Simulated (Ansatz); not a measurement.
H₅GeSi (SMILES [SiH2][GeH3]), doublet, geometry from GFN2-xTB; SVWN5/6-31G* (Ansatz, a first-principles code).

Input for Ansatz:
Ansatz 0.2 input:
```yaml
crystal:
  periodic: [false, false, false]
  atoms:
    - {symbol: Si, position_ang: [1.58255728, -0.14883064, 0.22848526]}
    - {symbol: Ge, position_ang: [-0.70737659, 0.06516866, -0.06935058]}
    - {symbol: H, position_ang: [2.35711363, 0.97278161, -0.30935075]}
    - {symbol: H, position_ang: [2.14741312, -1.38590867, -0.31683571]}
    - {symbol: H, position_ang: [-1.50411796, -0.31898370, 1.14733016]}
    - {symbol: H, position_ang: [-1.16165919, 1.47053600, -0.33975223]}
    - {symbol: H, position_ang: [-1.35850081, -0.74019347, -1.16096632]}
basis:
  gaussian:
    orbitals: 6-31G*
hamiltonian:
  xc: {name: SVWN5}
magnetization: {spin_polarized: true, initial_magnetization: 1}
output: {forces: true}
```

Output, abridged:

```
Functional definition: SVWN5
793 factors; their error is unknown
mean field evaluation 1: about -64347.9273 eV, gradient 1.6e1 eV
mean field evaluation 2: about -64348.5568 eV, gradient 1.4e1 eV
mean field evaluation 4: about -64348.9711 eV, gradient 5.2e-1 eV
mean field evaluation 8: about -64348.9320 eV, gradient 6.9e-2 eV
mean field evaluation 16: about -64348.9320 eV, gradient 9.6e-6 eV
mean field -64348.93200428 eV, -2364.7796338845 hartree, gradient 9.6e-6 eV, S^2 0.751591; 0 other end points of the search recorded, 0 dependent functions left out
the calculation of the forces begins
reference -64348.93204231 eV, -2364.7796352820 hartree; 26, 25 occupied and 38, 39 virtual orbitals, 793 factors
Total energy: -64348.93204231 eV, -2364.7796352820 hartree
Atom 0 at     1.582557    -0.148831     0.228485 Å, force    -0.324681     0.027701     0.426794 eV/Å
Atom 1 at    -0.707377     0.065169    -0.069351 Å, force     0.054920    -0.007839     0.070102 eV/Å
Atom 2 at     2.357114     0.972782    -0.309351 Å, force     0.337538     0.590237    -0.231327 eV/Å
Atom 3 at     2.147413    -1.385909    -0.316836 Å, force     0.233742    -0.651402    -0.213138 eV/Å
Atom 4 at    -1.504118    -0.318984     1.147330 Å, force    -0.231872    -0.264253     0.731697 eV/Å
Atom 5 at    -1.161659     1.470536    -0.339752 Å, force     0.003749     0.842968    -0.132722 eV/Å
Atom 6 at    -1.358501    -0.740193    -1.160966 Å, force    -0.073397    -0.537412    -0.651406 eV/Å
Dipole moment:     0.043797    -0.007853    -0.026246 e Å
```
